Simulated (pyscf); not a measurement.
**`[O]=[Zr]([Cl])[Cl]`, singlet**

Gas-phase minimum from PySCF at ωB97X-D3(BJ)/def2-SVP, one conformer. 

```xyz
4

O      1.8255    -0.5676    -1.3412
Zr     0.2657    -0.0368    -0.8454
Cl    -0.0913     2.3156    -0.9226
Cl    -1.3285    -1.7576    -0.4381
```
Charge 0, spin multiplicity 1.

Bonded distances (Å): O1–Zr2 1.721, Zr2–Cl3 2.381, Zr2–Cl4 2.381. Bond angles (°): O1–Zr2–Cl3 115.6, O1–Zr2–Cl4 115.7, Cl3–Zr2–Cl4 128.3.

Properties at ωB97X-D3(BJ)/def2-SVP:

```yaml
harmonic_wavenumbers_unscaled: 10, 95, 193, 372, 441, 1019 cm⁻¹
zero_point_energy: 3.0 kcal/mol
rotational_symmetry_number: 1
Entropy of this conformer at 298 K and 1 atm, rigid rotor and harmonic oscillator, modes under 100 cm⁻¹ raised to 100: 337.2 J/(mol K)
dipole_moment: 1.34 D
```

Single-point totals, which compare only within one level (frozen core for MP2 and CC):

```tsv
level	total energy (hartree)
ωB97X-D3(BJ)/def2-TZVP	-1042.98595
PBE/def2-TZVP	-1042.50878
r²SCAN/def2-TZVP	-1042.87276
B3LYP-D3(BJ)/def2-TZVP	-1042.99278
PBE0-D3(BJ)/def2-TZVP	-1042.54868
M06-2X/def2-TZVP	-1042.78174
ωB97M-D3(BJ)/def2-TZVP	-1043.01526
HF/def2-TZVPP	-1040.65728
MP2/def2-TZVPP	-1041.62270
CCSD/def2-TZVPP	-1041.62803
CCSD(T)/def2-TZVPP	-1041.67750
```

The lowest mode is so soft that the shape along it may change with the basis. The CCSD(T) − MP2 part came from Ansatz, without density fitting, on the same reference. The frozen core leaves the outer d or s,p core shells of the metals and heavy elements correlated in the MP2 and CC values, and def2-TZVPP describes them poorly, so these totals are far from the basis limit. Elements past Kr carry the def2 core potentials, without spin-orbit coupling.
